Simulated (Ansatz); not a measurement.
`O[SiH2]N[SiH](O)O`, 13 atoms. Charge 0, multiplicity 1. Hardware: A = 2 threads of an AMD EPYC 7R13 on a shared host; B = 2 threads of an AMD EPYC 7R13 on a shared host and a share of an NVIDIA H100 80 GB. Correlated methods freeze the cores. Open-shell runs search over several starts.

(1) How many basis functions does each run have, and how long does it take in Ansatz? direct RPA on PBE orbitals/def2-TZVPP energy [B]; RKS PBE0-D4/def2-TZVP relaxation (11 steps) [B]; UKS PBE0-D4/def2-TZVPP energy of the cation [B]; UKS B2PLYP (frozen core)/def2-TZVPP energy of the cation [B]; RKS HSE06 (plane-wave form)-D4/def2-TZVPP energy [B]; UHF-MP2/def2-QZVPP energy of the cation [B]; RKS ωB97M-V/def2-QZVPP energy [B]; RKS ωB97M-V/def2-SVP energy [A]; RHF-CCSD(T)/def2-TZVPP energy [B]; RKS PBE0-D4/def2-SVP energy [A]; UKS PBE-D4/def2-TZVPP energy of the cation [B]; RHF-MP2/def2-QZVPP energy [B]. (An estimate is asked.)

Results:

(1) Ansatz gave: Other jobs shared the machine, so times are rough.

```tsv
level	job	functions	wall time	peak host memory (GiB)
RKS PBE0-D4/def2-SVP	energy [A]	127	2.4 s	0.37
RKS HSE06 (plane-wave form)-D4/def2-TZVPP	energy [B]	306	6.5 s	0.84
direct RPA on PBE orbitals/def2-TZVPP	energy [B]	306	6.5 s	1.4
UKS B2PLYP (frozen core)/def2-TZVPP	energy of the cation [B]	306	7.5 s	1.4
RHF-CCSD(T)/def2-TZVPP	energy [B]	306	8 s	0.83
RKS ωB97M-V/def2-SVP	energy [A]	127	8 s	0.48
RKS ωB97M-V/def2-QZVPP	energy [B]	578	8.5 s	1.2
RHF-MP2/def2-QZVPP	energy [B]	578	9.5 s	1.1
UHF-MP2/def2-QZVPP	energy of the cation [B]	578	12 s	1.3
UKS PBE0-D4/def2-TZVPP	energy of the cation [B]	306	13 s	0.9
UKS PBE-D4/def2-TZVPP	energy of the cation [B]	306	16 s	0.9
RKS PBE0-D4/def2-TZVP	relaxation (11 steps) [B]	240	30 s	0.89
```
